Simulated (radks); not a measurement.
The numbers below are computed, except where a source is named.
Q: The mean radii <r> (bohr) of the occupied orbitals of an atom or ion are listed with their occupations. Code: a radial shooting solver on a logarithmic mesh with Libxc functionals. Model: scalar-relativistic Kohn-Sham, exchange-only PBE, spin-polarised, spherical densities, point nucleus.

| orbital | occ. | <r> |
|---|---|---|
| 1s up | 1 | 0.04149 |
| 1s down | 1 | 0.04149 |
| 2s up | 1 | 0.1835 |
| 2s down | 1 | 0.1835 |
| 2p up | 3 | 0.1601 |
| 2p down | 3 | 0.1601 |
| 3s up | 1 | 0.5305 |
| 3s down | 1 | 0.5304 |
| 3p up | 3 | 0.5408 |
| 3p down | 3 | 0.5406 |
| 3d up | 5 | 0.5562 |
| 3d down | 5 | 0.5554 |
| 4s up | 1 | 1.539 |
| 4s down | 1 | 1.540 |
| 4p up | 3 | 1.837 |
| 4p down | 2 | 1.854 |

Name the element and its charge. Open shells, if any, are filled with parallel spins first.

A: Z = 36, krypton, charge +1: Kr+ in [Ar] 3d10 4s2 4p5. The 1s radius gives Z: for a bare nucleus <r> = (2 gamma + 1)/(2Z) with gamma = sqrt(1 - (Z/c)^2), 0.04069 bohr for Z = 36, and screening makes it slightly larger (0.04149 here). The occupations add up to 35, and the charge is Z minus that.
